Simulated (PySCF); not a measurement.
3-silyloxypropanenitrile (C₃H₇NOSi), SMILES C(C#N)CO[SiH3].

Geometry optimised at B3LYP-D3(BJ)/def2-SVP. The values are those of a single conformer.

Level of theory: B3LYP-D3(BJ)/def2-SVP in PySCF.

Frequencies are harmonic and unscaled.

```json
[
 {"mode": "1", "ν (cm⁻¹)": "43", "IR (km/mol)": "0.1", "moving atoms (share of kinetic energy)": "C 30 %, H 28 %, O 25 %, Si 14 %"},
 {"mode": "2", "ν (cm⁻¹)": "85", "IR (km/mol)": "6.0", "moving atoms (share of kinetic energy)": "H 61 %, C 20 %, N 14 %"},
 {"mode": "3", "ν (cm⁻¹)": "100", "IR (km/mol)": "3.6", "moving atoms (share of kinetic energy)": "N 33 %, C 22 %, Si 20 %, H 13 %, O 12 %"},
 {"mode": "4", "ν (cm⁻¹)": "145", "IR (km/mol)": "6.9", "moving atoms (share of kinetic energy)": "H 51 %, O 26 %, C 19 %"},
 {"mode": "5", "ν (cm⁻¹)": "217", "IR (km/mol)": "6.7", "moving atoms (share of kinetic energy)": "C 33 %, O 30 %, N 20 %, H 15 %"},
 {"mode": "6", "ν (cm⁻¹)": "330", "IR (km/mol)": "0.6", "moving atoms (share of kinetic energy)": "C 36 %, Si 29 %, N 14 %, H 13 %"},
 {"mode": "7", "ν (cm⁻¹)": "390", "IR (km/mol)": "0.0", "moving atoms (share of kinetic energy)": "C 60 %, H 22 %, N 18 %"},
 {"mode": "8", "ν (cm⁻¹)": "521", "IR (km/mol)": "3.1", "moving atoms (share of kinetic energy)": "C 75 %, N 10 %, H 8 %"},
 {"mode": "9", "ν (cm⁻¹)": "715", "IR (km/mol)": "56.7", "moving atoms (share of kinetic energy)": "H 84 %, Si 9 %"},
 {"mode": "10", "ν (cm⁻¹)": "736", "IR (km/mol)": "46.9", "moving atoms (share of kinetic energy)": "H 81 %, Si 11 %"},
 {"mode": "11", "ν (cm⁻¹)": "796", "IR (km/mol)": "0.1", "moving atoms (share of kinetic energy)": "H 85 %, C 14 %"},
 {"mode": "12", "ν (cm⁻¹)": "814", "IR (km/mol)": "41.1", "moving atoms (share of kinetic energy)": "O 45 %, C 22 %, Si 21 %, H 9 %"},
 {"mode": "13", "ν (cm⁻¹)": "941", "IR (km/mol)": "77.5", "moving atoms (share of kinetic energy)": "H 96 %"},
 {"mode": "14", "ν (cm⁻¹)": "960", "IR (km/mol)": "139.4", "moving atoms (share of kinetic energy)": "H 93 %"},
 {"mode": "15", "ν (cm⁻¹)": "972", "IR (km/mol)": "1.2", "moving atoms (share of kinetic energy)": "C 54 %, H 26 %, N 18 %"},
 {"mode": "16", "ν (cm⁻¹)": "989", "IR (km/mol)": "361.3", "moving atoms (share of kinetic energy)": "H 86 %, Si 11 %"},
 {"mode": "17", "ν (cm⁻¹)": "1063", "IR (km/mol)": "2.6", "moving atoms (share of kinetic energy)": "C 76 %, H 22 %"},
 {"mode": "18", "ν (cm⁻¹)": "1078", "IR (km/mol)": "2.2", "moving atoms (share of kinetic energy)": "H 59 %, C 39 %"},
 {"mode": "19", "ν (cm⁻¹)": "1169", "IR (km/mol)": "286.9", "moving atoms (share of kinetic energy)": "O 55 %, C 34 %, H 8 %"},
 {"mode": "20", "ν (cm⁻¹)": "1222", "IR (km/mol)": "1.4", "moving atoms (share of kinetic energy)": "H 82 %, C 16 %"},
 {"mode": "21", "ν (cm⁻¹)": "1295", "IR (km/mol)": "0.1", "moving atoms (share of kinetic energy)": "H 66 %, C 33 %"},
 {"mode": "22", "ν (cm⁻¹)": "1309", "IR (km/mol)": "0.3", "moving atoms (share of kinetic energy)": "H 94 %"},
 {"mode": "23", "ν (cm⁻¹)": "1427", "IR (km/mol)": "39.8", "moving atoms (share of kinetic energy)": "H 71 %, C 28 %"},
 {"mode": "24", "ν (cm⁻¹)": "1446", "IR (km/mol)": "5.1", "moving atoms (share of kinetic energy)": "H 92 %, C 8 %"},
 {"mode": "25", "ν (cm⁻¹)": "1502", "IR (km/mol)": "5.3", "moving atoms (share of kinetic energy)": "H 92 %"},
 {"mode": "26", "ν (cm⁻¹)": "2212", "IR (km/mol)": "147.4", "moving atoms (share of kinetic energy)": "H 96 %"},
 {"mode": "27", "ν (cm⁻¹)": "2215", "IR (km/mol)": "82.9", "moving atoms (share of kinetic energy)": "H 98 %"},
 {"mode": "28", "ν (cm⁻¹)": "2271", "IR (km/mol)": "103.4", "moving atoms (share of kinetic energy)": "H 97 %"},
 {"mode": "29", "ν (cm⁻¹)": "2386", "IR (km/mol)": "11.6", "moving atoms (share of kinetic energy)": "C 62 %, N 38 %"},
 {"mode": "30", "ν (cm⁻¹)": "2994", "IR (km/mol)": "30.9", "moving atoms (share of kinetic energy)": "H 95 %"},
 {"mode": "31", "ν (cm⁻¹)": "3039", "IR (km/mol)": "27.5", "moving atoms (share of kinetic energy)": "H 90 %, C 10 %"},
 {"mode": "32", "ν (cm⁻¹)": "3058", "IR (km/mol)": "2.8", "moving atoms (share of kinetic energy)": "H 95 %"},
 {"mode": "33", "ν (cm⁻¹)": "3111", "IR (km/mol)": "2.5", "moving atoms (share of kinetic energy)": "H 90 %, C 10 %"}
]
```
